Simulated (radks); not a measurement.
Problem. These are the eigenvalues of the occupied orbitals of an atom or ion with whole-number occupations (eV). Calculated with a radial shooting solver on a logarithmic mesh with Libxc functionals: Dirac Kohn-Sham, PBE, spin-unpolarised, spherical densities, finite nucleus; Fermi nuclear charge, rms radius of each element as measured or else 0.836 A^(1/3) + 0.57 fm.

| orbital | eigenvalue |
|---|---|
| 1s1/2 | -6997.267 |
| 2s1/2 | -819.3955 |
| 2p1/2 | -706.4909 |
| 2p3/2 | -694.0102 |
| 3s1/2 | -93.9560 |
| 3p1/2 | -61.0248 |
| 3p3/2 | -59.4832 |
| 3d3/2 | -7.5667 |
| 3d5/2 | -7.4149 |
| 4s1/2 | -5.2888 |

Which element is it, and in what charge state? The configuration may be excited. Open shells, if any, fill j = l - 1/2 first.

Solution. Z = 26, iron, charge 0: Fe in [Ar] 3d6 4s2. The list shows which subshells hold electrons but not how many an open one holds; the 1s level, -257.14 hartree, gives Z - s = 22.7 by -(Z - s)^2/2, which with screening and relativity narrows Z to a few neighbours, and the depths of the outer levels then fix element, charge and occupations together.
